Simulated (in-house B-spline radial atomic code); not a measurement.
Configurations of Tb IV (Tb3+), with energies counted from [Xe] (4f5/2)6 (4f7/2)2. Computed with a radial B-spline atomic code at the basis-set limit: Dirac-Hartree-Fock, average of each configuration as written, Fermi nucleus of rms radius 5.06 fm. Energies include first-order Breit, QED and recoil terms.

Occupations are held fixed; configurations that lie above the ionisation limit could autoionise.

```csv
configuration,E - E(ref) (eV),highest orbital,its <r> (bohr)
[Xe] (4f5/2)1 (4f7/2)7,3.9924,4f5/2,0.8046
[Xe] (4f5/2)3 (4f7/2)5,4.9213,4f7/2,0.808
[Xe] (4f7/2)7 (6g9/2)1,37.17,6g9/2,10.95
[Kr] (4d3/2)4 (4d5/2)5 (4f5/2)6 (4f7/2)2 5s2 5p6 (9p1/2)1,182.56,9p1/2,14.07
[Kr] (4d3/2)4 (4d5/2)5 (4f5/2)4 (4f7/2)4 5s2 5p6 (5g9/2)1,186.56,5g9/2,6.847
[Kr] (4d3/2)4 (4d5/2)5 (4f5/2)2 (4f7/2)6 5s2 5p6 (7d3/2)1,189.36,7d3/2,8.134
[Kr] (4d3/2)4 (4d5/2)5 (4f5/2)2 (4f7/2)6 5s2 5p6 (7g7/2)1,194.23,7g7/2,15.81
```

Problem. Order these further configurations by energy, lowest first.
A. [Xe] (4f5/2)5 (4f7/2)3
B. [Kr] 4d10 (4f7/2)8 5s2 (5p1/2)2 (5p3/2)3 (8d3/2)1
C. [Kr] 4d10 (4f7/2)8 5s2 (5p1/2)1 (5p3/2)4 (9g7/2)1
D. [Kr] 4d10 (4f5/2)5 (4f7/2)3 5s2 (5p1/2)1 (5p3/2)4 6s1
E. [Kr] (4d3/2)3 (4d5/2)6 (4f5/2)6 (4f7/2)2 5s2 5p6 (6p3/2)1

Solution. A (2.4808 eV), D (37.034 eV), B (52.969 eV), C (60.45 eV), E (180.78 eV).

Problem. How far above the reference does [Kr] (4d3/2)4 (4d5/2)5 (4f7/2)8 5s2 5p6 6s1 lie?

Solution. 170.8 eV; its least bound orbital is 6s1/2 with <r> = 3.06 bohr.

Problem. How far above the reference does [Kr] 4d10 (4f7/2)8 5s2 (5p1/2)1 (5p3/2)4 (6g7/2)1 lie?

Solution. 57.085 eV; its least bound orbital is 6g7/2 with <r> = 10.96 bohr.

Problem. How far above the reference does [Kr] 4d10 (4f5/2)3 (4f7/2)6 5s2 (5p1/2)1 (5p3/2)4 lie?

Solution. 30.659 eV; its least bound orbital is 4f5/2 with <r> = 0.829 bohr.
